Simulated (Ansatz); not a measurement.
Mulliken charges of FH$_{3}$OS$_{2}$Si (`O[Si](F)(S)S`) from B3LYP/def2-TZVPP in Ansatz (PBE0-D4/def2-TZVP geometry).

```
atom   x (Å)   y (Å)   z (Å)  charge (e)
  O1  -0.329   0.713   1.191      -0.369
 Si2   0.389  -0.099  -0.024       0.736
  F3   1.917  -0.344   0.355      -0.303
  S4   0.526   0.939  -1.862      -0.253
  S5  -0.687  -1.894  -0.263      -0.249
  H6   0.077   1.536   1.472       0.197
  H7  -0.809   1.057  -1.969       0.120
  H8  -0.992  -1.966   1.045       0.121
```

**Question.** By hand: the dipole of these point charges (1 e Å = 4.8032 D).

**Answer.** Σ q r = (-0.337, 0.194, 0.152) e Å, of length 0.418 e Å = 2.01 D.

**Question.** How does the dipole of the full density compare? (An estimate is asked.)

**Answer.** Ansatz gave: (-0.225, 0.275, 0.181) e Å, 1.92 D; the point charges give 1.05 times that, at 20° from its direction.

Point charges leave out the atoms' own dipoles, such as those of lone pairs, and Mulliken's split depends on the basis, so the two needn't agree.

B3LYP here is the variant with VWN-RPA as its local correlation; programs differ in this.
